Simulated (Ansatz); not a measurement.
Cost and result for the atomization energy of CH$_{6}$Cl$_{2}$O$_{2}$Si$_{2}$ (`O[SiH2]C[Si](O)(Cl)Cl`) (13 atoms, 12 bonds).

Z-matrix (Å, degrees):
```
Si
C 1 1.883
O 1 1.641 2 110.2
H 1 1.488 2 108.1 3 -123.2
H 1 1.482 2 110.0 3 117.4
Si 2 1.833 1 114.0 3 58.3
H 2 1.095 1 108.5 3 -62.4
H 2 1.095 1 109.6 3 -179.8
H 3 0.963 1 114.6 2 -42.5
O 6 1.640 2 107.3 1 -43.7
Cl 6 2.046 2 111.2 1 75.9
Cl 6 2.047 2 113.2 1 -163.9
H 10 0.960 6 118.4 2 -176.2
```

Charge 0, multiplicity 1. All single points use the PBE0-D4/def2-TZVP geometry. It is one conformer, not always the lowest. Program: Ansatz. All runs use 2 threads of an AMD EPYC 7R13 on a shared host and a share of an NVIDIA H100 80 GB. Times are those of one run each, without the atoms' runs, and a repeat can differ threefold. Electronic energies, without spin–orbit coupling; frozen cores. CCSD(T)/CBS adds CCSD(T) − MP2 in def2-TZVPP to the MP2 limit, and its time is that of the two runs behind it. T1 = 0.010. B3LYP takes the VWN-RPA correlation (the form of Gaussian; ORCA's B3LYP/G).

CCSD(T)/CBS is a level of theory with its own doubt, some kJ/mol a heavy atom from the limit and from the frozen cores, so smaller differences don't rank the functionals.

| level | functions | wall time |
| --- | --- | --- |
| r2SCAN-D4/def2-TZVPP (with forces) | 345 | 3.9 s |
| PBE-D4/def2-TZVPP (with forces) | 345 | 3.9 s |
| ωB97X-V/def2-TZVPP | 345 | 4.3 s |
| B3LYP-D4/def2-TZVPP (with forces) | 345 | 4.9 s |
| PBE0-D4/def2-TZVPP | 345 | 5 s |
| B2PLYP/def2-TZVPP | 345 | 5.5 s |
| MP2/def2-QZVPP | 631 | 7.5 s |
| ωB97M-V/def2-TZVPP (with forces) | 345 | 8.5 s |
| CCSD(T)/def2-TZVPP | 345 | 15 s |
| CCSD(T)/CBS(def2) | – | 23 s |

Task: What atomization energy does each give, and how far from CCSD(T)/CBS? (Best estimate.)

Result: The calculation gave: 
```json
{"level": "r2SCAN-D4/def2-TZVPP (with forces)", "atomization (kJ/mol)": "4873.8", "difference from CCSD(T)/CBS": "-1.5", "per bond": "-0.1"}
{"level": "PBE-D4/def2-TZVPP (with forces)", "atomization (kJ/mol)": "4897.5", "difference from CCSD(T)/CBS": "22.2", "per bond": "1.9"}
{"level": "ωB97X-V/def2-TZVPP", "atomization (kJ/mol)": "4875.4", "difference from CCSD(T)/CBS": "0.1", "per bond": "0.0"}
{"level": "B3LYP-D4/def2-TZVPP (with forces)", "atomization (kJ/mol)": "4815.3", "difference from CCSD(T)/CBS": "-60.0", "per bond": "-5.0"}
{"level": "PBE0-D4/def2-TZVPP", "atomization (kJ/mol)": "4827.5", "difference from CCSD(T)/CBS": "-47.8", "per bond": "-4.0"}
{"level": "B2PLYP/def2-TZVPP", "atomization (kJ/mol)": "4775.6", "difference from CCSD(T)/CBS": "-99.7", "per bond": "-8.3"}
{"level": "MP2/def2-QZVPP", "atomization (kJ/mol)": "4938.4", "difference from CCSD(T)/CBS": "63.1", "per bond": "5.3"}
{"level": "ωB97M-V/def2-TZVPP (with forces)", "atomization (kJ/mol)": "4880.8", "difference from CCSD(T)/CBS": "5.5", "per bond": "0.5"}
{"level": "CCSD(T)/def2-TZVPP", "atomization (kJ/mol)": "4724.5", "difference from CCSD(T)/CBS": "-150.8", "per bond": "-12.6"}
{"level": "CCSD(T)/CBS(def2)", "atomization (kJ/mol)": "4875.3", "difference from CCSD(T)/CBS": "0.0", "per bond": "0.0"}
```

The D4 term adds +69.9 kJ/mol with B3LYP and +37.2 kJ/mol with PBE0; it sums over pairs of atoms, weighted by their polarisabilities, and B3LYP, whose exchange is more repulsive, gets the larger term. From PBE to PBE0 (25 % exact exchange), in def2-TZVPP and without D4, the atomization energy moves by −64.1 kJ/mol: exact exchange takes away binding that semilocal exchange gives to molecules. In def2-TZVPP, CCSD(T) changes the Hartree–Fock value by +1168.4 kJ/mol (the triples alone add +75.8 kJ/mol) and MP2 by +1292.5 kJ/mol; breaking electron pairs costs correlation energy, which Hartree–Fock lacks.
